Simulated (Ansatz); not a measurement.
`ICCI`. The species carries charge 0 and has multiplicity 1. I: def2 effective core potential. The geometry is a stationary point of PBE0-D4/def2-TZVP. It is one conformer, not always the lowest.

```xyz
8

I    -0.835    2.211    0.825
C    -0.031    0.631   -0.400
C     0.031   -0.631    0.400
I     0.835   -2.211   -0.824
H    -0.696    0.556   -1.256
H     0.949    0.977   -0.718
H     0.696   -0.556    1.256
H    -0.949   -0.977    0.718
```

Problem. What is the dipole moment at ωB97M-V/def2-TZVPP? (Estimate.)

Solution. Computed: 0.00 D, zero by symmetry or nearly so.

Problem. Give the Mulliken charges with ωB97M-V, r2SCAN, B3LYP in def2-TZVPP. (Best estimate.)

Solution. Ansatz gave: 
```json
{"atom": "I1", "ωB97M-V": "-0.04", "r2SCAN": "-0.10", "B3LYP": "-0.07"}
{"atom": "C2", "ωB97M-V": "-0.33", "r2SCAN": "-0.15", "B3LYP": "-0.25"}
{"atom": "C3", "ωB97M-V": "-0.33", "r2SCAN": "-0.15", "B3LYP": "-0.25"}
{"atom": "I4", "ωB97M-V": "-0.04", "r2SCAN": "-0.10", "B3LYP": "-0.07"}
{"atom": "H5", "ωB97M-V": "0.19", "r2SCAN": "0.13", "B3LYP": "0.16"}
{"atom": "H6", "ωB97M-V": "0.19", "r2SCAN": "0.13", "B3LYP": "0.16"}
{"atom": "H7", "ωB97M-V": "0.19", "r2SCAN": "0.13", "B3LYP": "0.16"}
{"atom": "H8", "ωB97M-V": "0.19", "r2SCAN": "0.13", "B3LYP": "0.16"}
```

B3LYP here is the variant with VWN-RPA as its local correlation; programs differ in this.
